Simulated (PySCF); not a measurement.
1-bromo-3-chloropropa-1,2-diene (C₃H₂BrCl), SMILES ClC=C=CBr.

The structure is a stationary point at B3LYP-D3(BJ)/def2-SVP.

All values below come from r2SCAN/def2-TZVP (PySCF).

Isolated molecule, no solvent.

Estimate the frontier levels, gap, dipole moment and polarisability. (An estimate is asked for; the answer gives what the named calculation found.)


highest occupied level: -6.80 eV
lowest empty level: -2.23 eV
orbital gap: 4.57 eV
dipole moment: 1.39 D
quadrupole, principal values (traceless, Buckingham form, about the centre of nuclear charge): -5.36, 1.89, 3.46 D·Å
mean static polarisability: 74.9 bohr³ (11.11 Å³)
polarisability, principal values: 48.0, 52.2, 124.6 bohr³
